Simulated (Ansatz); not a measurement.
Series VX3: PBE-D4/def2-TZVPD single points in Ansatz on relaxed structures, gas phase. HOMO and LUMO are taken over both spins. A negative affinity means that the extra electron isn't bound at that geometry and level; within about 0.2 eV of zero the sign isn't settled. Singlets are spin-restricted. The spins of the ions were chosen, not always searched. Names give formal oxidation states. The structures are stationary points that may keep the symmetry of their start. Remarks come from the PBE and PBE0 runs and from stability tests at other levels; not every state was tested. A HOMO above zero means that the electron is unbound at that level and held by the basis, or that self-interaction error raises the level; the energy of removing that electron tells which.

```tsv
species	atoms	state	geometry	HOMO (eV)	LUMO (eV)	gap (eV)	vertical EA (eV)	point group (within 0.1 Å)	remarks
VF3	4	triplet; reduced ion quartet	r2SCAN-D4/def2-TZVP	-5.49	-5.00	0.49	1.09	C2v	HOMO above zero (-1 quartet)
VCl3	4	triplet; reduced ion quartet	r2SCAN-D4/def2-SVP	-5.69	-5.32	0.37	2.21	C2v	HOMO above zero (-1 quartet)
V(NH2)3 (VN3H6)	10	triplet; reduced ion quartet	PBE-D4/def2-SVP	-3.62	-2.23	1.39	-0.49	Cs	HOMO above zero (-1 quartet)
```

The gap (eV) runs from 0.37 (VCl3) to 1.39 (V(NH2)3). The vertical EA (eV) runs from -0.49 (V(NH2)3) to 2.21 (VCl3).
